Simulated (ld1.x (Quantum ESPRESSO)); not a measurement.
# nickel: PAW pseudisation with LDA (PZ), fully relativistic reference atom.

The input file (ld1.x (Quantum ESPRESSO) 7.5):

```
&input
   title='Ni', zed=28., rel=2, dft='PZ', iswitch=3,
   config='[Ar] 3d8 4s2 4p0', rel_dist='average',
   nld=5, rlderiv=4.25, eminld=-3.0, emaxld=5.0, deld=0.02
 /
 &inputp
   pseudotype=3, lpaw=.true., tm=.true., lloc=-1, rcloc=1.05,
   nlcc=.true., new_core_ps=.true., rcore=0.90,
   which_augfun='BESSEL', rmatch_augfun=0.65,
   file_pseudopw='Ni.UPF', file_wfcaegen='ae.wfc', file_wfcncgen='nc.wfc', file_beta='beta', file_chi='chi', file_wfcusgen='us.wfc'
 /
6
4S  1  0   2.00   0.00  2.00  2.10  0.0
4S  1  0   0.00   0.70  2.00  2.10  0.0
4P  2  1   0.00   0.00  3.25  3.90  0.0
4P  2  1   0.00   4.25  3.25  3.90  0.0
3D  3  2   8.00   0.00  0.80  1.05  0.0
3D  3  2   0.00   0.50  0.80  1.05  0.0
 &test
   configts(1)='3d8 4s2 4p0'
 /
```

Command:

```bash
ld1.x < Ni.in > Ni.out
```

Output (shortened: banner, matrices, multipoles, cross overlaps and the repeated all-electron block are left out):

```
Program LD1 v.7.5
     --------------------------- All-electron run ----------------------------

     Ni
     dirac relativistic calculation

     atomic number is 28.00
     dft =PZ   lsd =0 sic =0 latt =0  beta=0.20 tr2=1.0E-14
     Exchange-correlation= PZ
                           (   1   1   0   0   0   0   0)
     mesh =1195 r(mesh) =  98.77016 a.u. xmin = -7.00 dx = 0.01250
     1 Ry =  13.60569312 eV, c = 137.03599908

     n l j   nl                  e(Ry)          e(Ha)          e(eV)
     Spin orbit split results
     1 0 0.5 1S 1( 2.00)      -602.1855      -301.0927     -8193.1507
     2 0 0.5 2S 1( 2.00)       -71.9938       -35.9969      -979.5250
     2 1 0.5 2P 1( 2.00)       -62.8827       -31.4414      -855.5633
     2 1 1.5 2P 1( 4.00)       -61.6008       -30.8004      -838.1212
     3 0 0.5 3S 1( 2.00)        -8.1194        -4.0597      -110.4700
     3 1 0.5 3P 1( 2.00)        -5.3456        -2.6728       -72.7305
     3 1 1.5 3P 1( 4.00)        -5.1823        -2.5912       -70.5093
     3 2 1.5 3D 1( 3.20)        -0.6822        -0.3411        -9.2822
     3 2 2.5 3D 1( 4.80)        -0.6646        -0.3323        -9.0417
     4 0 0.5 4S 1( 2.00)        -0.4311        -0.2156        -5.8656
     4 1 0.5 4P 1( 0.00)        -0.1015        -0.0507        -1.3806
     4 1 1.5 4P 1( 0.00)        -0.0973        -0.0486        -1.3234
     Averaged results
     1 0     1S 1( 2.00)      -602.1855      -301.0927     -8193.1507
     2 0     2S 1( 2.00)       -71.9938       -35.9969      -979.5250
     2 1     2P 1( 6.00)       -62.0281       -31.0140      -843.9353
     3 0     3S 1( 2.00)        -8.1194        -4.0597      -110.4700
     3 1     3P 1( 6.00)        -5.2368        -2.6184       -71.2497
     3 2     3D 1( 8.00)        -0.6716        -0.3358        -9.1379
     4 0     4S 1( 2.00)        -0.4311        -0.2156        -5.8656
     4 1     4P 1( 0.00)        -0.0987        -0.0493        -1.3425

     final scf error:  4.3E-15 reached in  34 iterations

     Etot =   -3036.195636 Ry,   -1518.097818 Ha,  -41309.546079 eV

     Ekin =    3083.987544 Ry,    1541.993772 Ha,   41959.788120 eV
     Encl =   -7299.834414 Ry,   -3649.917207 Ha,  -99319.306890 eV
     Eh   =    1301.144289 Ry,     650.572145 Ha,   17702.969911 eV
     Exc  =    -121.493055 Ry,     -60.746527 Ha,   -1652.997221 eV

     normalization and overlap integrals

     s(1S/1S) =  1.000000  <r> =   0.0542  <r2> =    0.0039  r(max) =   0.0353
     s(2S/2S) =  1.000000  <r> =   0.2452  <r2> =    0.0710  r(max) =   0.2055
     s(2P/2P) =  1.000000  <r> =   0.2133  <r2> =    0.0560  r(max) =   0.1641
     s(2P/2P) =  1.000000  <r> =   0.2166  <r2> =    0.0575  r(max) =   0.1662
     s(3S/3S) =  1.000000  <r> =   0.7414  <r2> =    0.6357  r(max) =   0.6410
     s(3P/3P) =  1.000000  <r> =   0.7725  <r2> =    0.7058  r(max) =   0.6410
     s(3P/3P) =  1.000000  <r> =   0.7828  <r2> =    0.7248  r(max) =   0.6491
     s(3D/3D) =  1.000000  <r> =   1.0065  <r2> =    1.3749  r(max) =   0.6252
     s(3D/3D) =  1.000000  <r> =   1.0144  <r2> =    1.3986  r(max) =   0.6252
     s(4S/4S) =  1.000000  <r> =   2.7827  <r2> =    9.0548  r(max) =   2.2096
     s(4P/4P) =  1.000000  <r> =   4.1702  <r2> =   21.1093  r(max) =   3.0966
     s(4P/4P) =  1.000000  <r> =   4.2362  <r2> =   21.7853  r(max) =   3.1750

     ------------------------ End of All-electron run ------------------------

     --------------------- Generating PAW atomic setup --------------------

      Generating local potential from pseudized AE potential:
      Matching radius rcloc =   1.0500

      Local pseudo, rcloc= 1.044 Estimated cut-off energy=    22.79 Ry

      Computing core charge for nlcc:

       r > 0.91 : true rho core
      Core charge pseudized with two Bessel functions
      Integrated core pseudo-charge :  10.44

     Fully relativistic calculation: |psi|^2

     Wfc 4S LC norm =  0.99996489 SC norm =  0.00003474 missing  0.00000037
     Speed at rcutus      0.572 a.u.,  v/c =  0.004178,  (v/c)^2 =  0.00001745

     Wfc 4P LC norm =  0.99998469 SC norm =  0.00001525 missing  0.00000006
     Speed at rcutus      0.226 a.u.,  v/c =  0.001648,  (v/c)^2 =  0.00000271

     Wfc 4P LC norm =  0.99998516 SC norm =  0.00001348 missing  0.00000136
     Speed at rcutus      0.228 a.u.,  v/c =  0.001663,  (v/c)^2 =  0.00000277

     Wfc 3D LC norm =  0.99975950 SC norm =  0.00024050 missing  0.00000000
     Speed at rcutus      1.873 a.u.,  v/c =  0.013671,  (v/c)^2 =  0.00018691

     Wfc 3D LC norm =  0.99976193 SC norm =  0.00023806 missing  0.00000001
     Speed at rcutus      1.878 a.u.,  v/c =  0.013702,  (v/c)^2 =  0.00018776
      Wfc-us  4S rcutus= 2.102  Estimated cut-off energy=     9.89 Ry
      Wfc-us  4S rcutus= 2.102  Estimated cut-off energy=    11.76 Ry
      Wfc-us  4P rcutus= 3.927  Estimated cut-off energy=     4.99 Ry
      Wfc-us  4P rcutus= 3.927  Estimated cut-off energy=     4.98 Ry
      Wfc-us  4P rcutus= 3.927  Estimated cut-off energy=     9.28 Ry
      Wfc-us  4P rcutus= 3.927  Estimated cut-off energy=     9.21 Ry
      Wfc-us  3D rcutus= 1.044  Estimated cut-off energy=   104.97 Ry
      Wfc-us  3D rcutus= 1.044  Estimated cut-off energy=   104.93 Ry
      Wfc-us  3D rcutus= 1.044  Estimated cut-off energy=   111.27 Ry
      Wfc-us  3D rcutus= 1.044  Estimated cut-off energy=   111.04 Ry

     Required augmentation: BESSEL   radius:    0.650000
     Suggested rho cutoff for augmentation: 229.85 Ry

     Estimated PAW energy = -180.289746 Ryd

     ------------------- End of pseudopotential generation -------------------

     Computing logarithmic derivative in   4.25913
     Computing logarithmic derivative in   4.25913
     Computing the partial wave expansion
     R is outside the sphere for l=    0 j= 0.50
     R is outside the sphere for l=    0 j= 0.50
     R is outside the sphere for l=    1 j= 0.50
     R is outside the sphere for l=    1 j= 0.50
     R is outside the sphere for l=    1 j= 1.50
     R is outside the sphere for l=    1 j= 1.50
     R is outside the sphere for l=    2 j= 1.50
     R is outside the sphere for l=    2 j= 1.50
     R is outside the sphere for l=    2 j= 2.50
     R is outside the sphere for l=    2 j= 2.50

     ---------------------- Testing the pseudopotential ----------------------

     Ni
     dirac relativistic calculation

     atomic number is 28.00   valence charge is 10.00
     dft = SLA  PZ   NOGX NOGC   lsd =0 sic =0 latt =0  beta=0.20 tr2=1.0E-14
     mesh =1195 r(mesh) =  98.77016 xmin = -7.00 dx = 0.01250

     n l  j  nl             e AE (Ry)       e PS (Ry)    De AE-PS (Ry)
     3 2 1.5 3D   1( 3.20)       -0.68223       -0.68221       -0.00002
     3 2 2.5 3D   1( 4.80)       -0.66455       -0.66459        0.00003
     1 0 0.5 4S   1( 2.00)       -0.43111       -0.43111        0.00000
     2 1 0.5 4P   1( 0.00)       -0.10147       -0.10147       -0.00000
     2 1 1.5 4P   1( 0.00)       -0.09727       -0.09727       -0.00000

     eps = 2.3E-18  iter =  6

     Etot =   -3036.195636 Ry,   -1518.097818 Ha,  -41309.546079 eV
     Etotps =  -180.289803 Ry,     -90.144901 Ha,   -2452.967732 eV

     Ekin =     149.224327 Ry,      74.612164 Ha,    2030.300404 eV
     Encl =    -282.566251 Ry,    -141.283125 Ha,   -3844.509696 eV
     Ehrt =      74.545158 Ry,      37.272579 Ha,    1014.238548 eV
     Ecxc =    -121.493038 Ry,     -60.746519 Ha,   -1652.996989 eV
     (Ecc =     -22.139349 Ry,     -11.069674 Ha,    -301.221184 eV)

     ---------------------- End of pseudopotential test ----------------------
```

Generation and configuration tests took about 1.9 s on one core of a shared server CPU.

Transferability test of the new file with ld1.x, input:

```
&input
   title='Ni', zed=28., rel=2, dft='PZ', iswitch=2,
   config='[Ar] 3d8 4s2 4p0', rel_dist='average'
 /
 &test
   file_pseudo='Ni.UPF', nconf=8,
   configts(1)='3d8 4s2 4p0',
   configts(2)='3d8 4s1 4p0',
   configts(3)='3d8 4s0 4p0',
   configts(4)='3d7 4s0 4p0',
   configts(5)='3d8 4s1 4p1',
   configts(6)='3d6 4s0 4p0',
   configts(7)='3d9 4s0 4p0',
   configts(8)='3d7 4s2 4p0'
 /
```

```bash
ld1.x < Ni.test.in > Ni.test.out
```

Pseudopotential blocks of its output, shortened (energy terms left out; the distinct warnings before each block abridged to one line each):

```
     ---------------------- Testing the pseudopotential ----------------------

     n l  j  nl             e AE (Ry)       e PS (Ry)    De AE-PS (Ry)
     3 2 1.5 3D   1( 3.20)       -0.68223       -0.68221       -0.00002
     3 2 2.5 3D   1( 4.80)       -0.66455       -0.66459        0.00003
     1 0 0.5 4S   1( 2.00)       -0.43111       -0.43111        0.00000
     2 1 0.5 4P   1( 0.00)       -0.10147       -0.10147       -0.00000
     2 1 1.5 4P   1( 0.00)       -0.09727       -0.09727       -0.00000

     eps = 2.5E-18  iter =  6

     Etot =   -3036.195636 Ry,   -1518.097818 Ha,  -41309.546079 eV
     Etotps =  -180.289803 Ry,     -90.144901 Ha,   -2452.967732 eV

     ---------------------- End of pseudopotential test ----------------------

          ---------------------- Testing the pseudopotential ----------------------

     n l  j  nl             e AE (Ry)       e PS (Ry)    De AE-PS (Ry)
     3 2 1.5 3D   1( 3.20)       -1.35282       -1.35290        0.00008
     3 2 2.5 3D   1( 4.80)       -1.33496       -1.33509        0.00013
     1 0 0.5 4S   1( 1.00)       -0.99306       -0.99215       -0.00092
     2 1 0.5 4P   1( 0.00)       -0.57861       -0.57710       -0.00151
     2 1 1.5 4P   1( 0.00)       -0.57058       -0.56847       -0.00211

     eps = 7.9E-15  iter = 14

     Etot =   -3035.489980 Ry,   -1517.744990 Ha,  -41299.945142 eV
     Etotps =  -179.584382 Ry,     -89.792191 Ha,   -2443.369997 eV
     dEtot_ae =       0.705656 Ry
     dEtot_ps =       0.705421 Ry,   Delta E=       0.000235 Ry

     ---------------------- End of pseudopotential test ----------------------

          ---------------------- Testing the pseudopotential ----------------------

     n l  j  nl             e AE (Ry)       e PS (Ry)    De AE-PS (Ry)
     3 2 1.5 3D   1( 3.20)       -2.12067       -2.12124        0.00058
     3 2 2.5 3D   1( 4.80)       -2.10253       -2.10311        0.00058
     1 0 0.5 4S   1( 0.00)       -1.60519       -1.60080       -0.00440
     2 1 0.5 4P   1( 0.00)       -1.11472       -1.11064       -0.00408
     2 1 1.5 4P   1( 0.00)       -1.10268       -1.09629       -0.00639  !

     eps = 4.5E-16  iter = 10

     Etot =   -3034.192027 Ry,   -1517.096013 Ha,  -41282.285593 eV
     Etotps =  -178.288578 Ry,     -89.144289 Ha,   -2425.739674 eV
     dEtot_ae =       2.003609 Ry
     dEtot_ps =       2.001225 Ry,   Delta E=       0.002383 Ry

     ---------------------- End of pseudopotential test ----------------------

          ---------------------- Testing the pseudopotential ----------------------

     n l  j  nl             e AE (Ry)       e PS (Ry)    De AE-PS (Ry)
     3 2 1.5 3D   1( 2.80)       -3.49445       -3.53469        0.04024  !
     3 2 2.5 3D   1( 4.20)       -3.47441       -3.51439        0.03998  !
     1 0 0.5 4S   1( 0.00)       -2.46598       -2.46823        0.00225
     2 1 0.5 4P   1( 0.00)       -1.87832       -1.88815        0.00984  !
     2 1 1.5 4P   1( 0.00)       -1.86048       -1.86984        0.00935  !

     eps = 4.8E-18  iter =  9

     Etot =   -3031.413948 Ry,   -1515.706974 Ha,  -41244.487902 eV
     Etotps =  -175.493527 Ry,     -87.746764 Ha,   -2387.711074 eV
     dEtot_ae =       4.781688 Ry
     dEtot_ps =       4.796276 Ry,   Delta E=      -0.014588 Ry

     ---------------------- End of pseudopotential test ----------------------

          ---------------------- Testing the pseudopotential ----------------------

     n l  j  nl             e AE (Ry)       e PS (Ry)    De AE-PS (Ry)
     3 2 1.5 3D   1( 3.20)       -0.82280       -0.82008       -0.00272
     3 2 2.5 3D   1( 4.80)       -0.80501       -0.80237       -0.00264
     1 0 0.5 4S   1( 1.00)       -0.52238       -0.52244        0.00006
     2 1 0.5 4P   1( 0.33)       -0.16968       -0.17037        0.00069
     2 1 1.5 4P   1( 0.67)       -0.16463       -0.16570        0.00107

     eps = 1.7E-15  iter = 15

     Etot =   -3035.851729 Ry,   -1517.925864 Ha,  -41304.866986 eV
     Etotps =  -179.946316 Ry,     -89.973158 Ha,   -2448.294358 eV
     dEtot_ae =       0.343907 Ry
     dEtot_ps =       0.343487 Ry,   Delta E=       0.000420 Ry

     ---------------------- End of pseudopotential test ----------------------

          Warning: n=2, l=1 expected 0 nodes, found 1
     ---------------------- Testing the pseudopotential ----------------------

     n l  j  nl             e AE (Ry)       e PS (Ry)    De AE-PS (Ry)
     3 2 1.5 3D   1( 2.40)       -5.06772       -5.19118        0.12347  !
     3 2 2.5 3D   1( 3.60)       -5.04565       -5.16850        0.12284  !
     1 0 0.5 4S   1( 0.00)       -3.43029       -3.45594        0.02565  !
     2 1 0.5 4P   1( 0.00)       -2.75631       -2.80809        0.05178  !
     2 1 1.5 4P   1( 0.00)       -2.73242       -2.79146        0.05904  !

     eps = 9.5E-19  iter =  9

     Etot =   -3027.160890 Ry,   -1513.580445 Ha,  -41186.622100 eV
     Etotps =  -171.162936 Ry,     -85.581468 Ha,   -2328.790384 eV
     dEtot_ae =       9.034746 Ry
     dEtot_ps =       9.126867 Ry,   Delta E=      -0.092121 Ry

     ---------------------- End of pseudopotential test ----------------------

          ---------------------- Testing the pseudopotential ----------------------

     n l  j  nl             e AE (Ry)       e PS (Ry)    De AE-PS (Ry)
     3 2 1.5 3D   1( 3.60)       -0.98735       -0.98034       -0.00700  !
     3 2 2.5 3D   1( 5.40)       -0.97100       -0.96414       -0.00686  !
     1 0 0.5 4S   1( 0.00)       -0.86661       -0.86481       -0.00181
     2 1 0.5 4P   1( 0.00)       -0.48624       -0.48020       -0.00605  !
     2 1 1.5 4P   1( 0.00)       -0.47957       -0.47134       -0.00823  !

     eps = 2.2E-15  iter = 10

     Etot =   -3035.713306 Ry,   -1517.856653 Ha,  -41302.983650 eV
     Etotps =  -179.804672 Ry,     -89.902336 Ha,   -2446.367196 eV
     dEtot_ae =       0.482330 Ry
     dEtot_ps =       0.485130 Ry,   Delta E=      -0.002801 Ry

     ---------------------- End of pseudopotential test ----------------------

          ---------------------- Testing the pseudopotential ----------------------

     n l  j  nl             e AE (Ry)       e PS (Ry)    De AE-PS (Ry)
     3 2 1.5 3D   1( 2.80)       -1.79781       -1.82093        0.02312  !
     3 2 2.5 3D   1( 4.20)       -1.77832       -1.80127        0.02295  !
     1 0 0.5 4S   1( 2.00)       -1.12266       -1.12475        0.00209
     2 1 0.5 4P   1( 0.00)       -0.66622       -0.66975        0.00353
     2 1 1.5 4P   1( 0.00)       -0.65638       -0.66109        0.00471

     eps = 4.7E-15  iter = 14

     Etot =   -3034.989800 Ry,   -1517.494900 Ha,  -41293.139845 eV
     Etotps =  -179.075012 Ry,     -89.537506 Ha,   -2436.439653 eV
     dEtot_ae =       1.205836 Ry
     dEtot_ps =       1.214791 Ry,   Delta E=      -0.008955 Ry

     ---------------------- End of pseudopotential test ----------------------
```
